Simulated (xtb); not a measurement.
H3B, singlet, geometry from GFN2-xTB; GFN1-xTB with GBSA(thf) run with xtb.

xtb was given this input:
```
$ xtb mol.xyz --gfn 1 --gbsa thf --json

# file mol.xyz
4

B      0.00000000     0.00000000    -0.00000000
H     -1.13586369    -0.05694986    -0.25006823
H      0.42206688    -0.56959653     0.92378735
H      0.71379681     0.62654639    -0.67371912
```

Question: Predict the main parts of the log of this xtb run.

Answer: 
```
   ID    Z sym.   atoms
    1    5 B      1
    2    1 H      2-4

           -------------------------------------------------
          |                Calculation Setup                |
           -------------------------------------------------

           -------------------------------------------------
          |                 G F N 1 - x T B                 |
           -------------------------------------------------

      * Solvation model:               GBSA
        Solvent                        thf
        Parameter file                 internal GFN1-xTB/GBSA
        Dielectric constant                1.0000E+01
        Reference state                gsolv [1 M gas/solution]
        Free energy shift                  2.8487E-03 Eh       1.7876E+00 kcal/mol
        Temperature                        2.9815E+02 K
        Density                            8.8300E-01 kg/L
        Solvent mass                       7.2106E+01 g/mol
        Interaction kernel             Still
        Born radius scaling (c1)           1.6158E+00
        Born radii integrator          GBOBC
        Born offset                        0.0000E+00 a0       0.0000E+00 AA
        H-bond correction              true
        Ion screening                  false
        Surface tension                    1.0000E-05 Eh       1.5569E+01 dyn/cm
        Grid points                               230 per atom

          ...................................................
          :                      SETUP                      :
          :.................................................:
          :  # basis functions                  10          :
          :  # atomic orbitals                  10          :
          :  # shells                            8          :
          :  # electrons                         6          :
          :  # halogen bonds                     0          :
          :  max. iterations                   250          :
          :  Hamiltonian                  GFN1-xTB          :
          :  restarted?                      false          :
          :  GBSA solvation                   true          :
          :  PC potential                    false          :
          :  electronic temp.          300.0000000     K    :
          :  accuracy                    1.0000000          :
          :  -> integral cutoff          0.2500000E+02      :
          :  -> integral neglect         0.1000000E-07      :
          :  -> SCF convergence          0.1000000E-05 Eh   :
          :  -> wf. convergence          0.2000000E-04 e    :
          :  Broyden damping             0.4000000          :
          :  net charge                          0          :
          :  unpaired electrons                  0          :
          ...................................................

 iter      E             dE          RMSdq      gap      omega  full diag
   1     -2.9834569 -0.298346E+01  0.694E+00    5.06       0.0  T
   2     -2.9838802 -0.423227E-03  0.415E+00    5.03       1.0  T
   3     -2.9845331 -0.652961E-03  0.109E+00    4.50       1.0  T
   4     -2.9840924  0.440775E-03  0.123E+00    4.47       1.0  T
   5     -2.9859901 -0.189770E-02  0.161E-01    4.71       1.0  T
   6     -2.9860189 -0.288132E-04  0.203E-02    4.74       2.5  T
   7     -2.9860193 -0.458772E-06  0.821E-04    4.74      60.9  T
   8     -2.9860193 -0.741130E-09  0.476E-06    4.74   10509.6  T
   9     -2.9860193  0.133227E-14  0.157E-06    4.74   31887.4  T

   *** convergence criteria satisfied after 9 iterations ***

         :::::::::::::::::::::::::::::::::::::::::::::::::::::
         ::                     SUMMARY                     ::
         :::::::::::::::::::::::::::::::::::::::::::::::::::::
         :: total energy              -2.943893044716 Eh    ::
         :: total w/o Gsasa/hb        -2.942765462588 Eh    ::
         :: gradient norm              0.013096802476 Eh/a0 ::
         :: HOMO-LUMO gap              4.741967297265 eV    ::
         ::.................................................::
         :: SCC energy                -2.986019323752 Eh    ::
         :: -> electrostatic           0.001728588237 Eh    ::
         :: -> Gsolv                  -0.001127249924 Eh    ::
         ::    -> Gelec                0.000000332204 Eh    ::
         ::    -> Gsasa               -0.003944725375 Eh    ::
         ::    -> Ghb                 -0.000031565662 Eh    ::
         ::    -> Gshift               0.002848708909 Eh    ::
         :: repulsion energy           0.042445330826 Eh    ::
         :: dispersion energy         -0.000319051790 Eh    ::
         :: halogen bond corr.         0.000000000000 Eh    ::
         :: add. restraining           0.000000000000 Eh    ::
         :: total charge              -0.000000000000 e     ::
         :::::::::::::::::::::::::::::::::::::::::::::::::::::

           -------------------------------------------------
          |                Property Printout                |
           -------------------------------------------------

    * Orbital Energies and Occupations

         #    Occupation            Energy/Eh            Energy/eV
      -------------------------------------------------------------
         1        2.0000           -0.5690642             -15.4850
         2        2.0000           -0.4678793             -12.7316
         3        2.0000           -0.4678792             -12.7316 (HOMO)
         4                         -0.2936151              -7.9897 (LUMO)
         5                         -0.0905061              -2.4628
         6                         -0.0576386              -1.5684
         7                         -0.0576384              -1.5684
         8                          0.2222424               6.0475
         9                          0.3928719              10.6906
        10                          0.3928719              10.6906
      -------------------------------------------------------------
                  HL-Gap            0.1742641 Eh            4.7420 eV
             Fermi-level           -0.3807472 Eh          -10.3607 eV

  Mulliken/CM5 charges         n(s)   n(p)   n(d)
     1B     0.22831 -0.09392   1.031  1.741  0.000
     2H    -0.07610  0.03131   1.076  0.000  0.000
     3H    -0.07610  0.03131   1.076  0.000  0.000
     4H    -0.07610  0.03131   1.076  0.000  0.000

Wiberg/Mayer (AO) data.
largest (>0.10) Wiberg bond orders for each atom

 ---------------------------------------------------------------------------
     #   Z sym  total        # sym  WBO       # sym  WBO       # sym  WBO
 ---------------------------------------------------------------------------
     1   5 B    2.965 --     2 H    0.988     4 H    0.988     3 H    0.988
     2   1 H    1.001 --     1 B    0.988
     3   1 H    1.001 --     1 B    0.988
     4   1 H    1.001 --     1 B    0.988
 ---------------------------------------------------------------------------

Topologies differ in total number of bonds
Writing topology from bond orders to xtbtopo.mol

 dipole moment from electron density (au)
     X       Y       Z
  -0.0000   0.0000  -0.0000  total (Debye):    0.000

           -------------------------------------------------
          | TOTAL ENERGY               -2.943893044716 Eh   |
          | GRADIENT NORM               0.013096802476 Eh/α |
          | HOMO-LUMO GAP               4.741967297265 eV   |
           -------------------------------------------------

normal termination of xtb
```
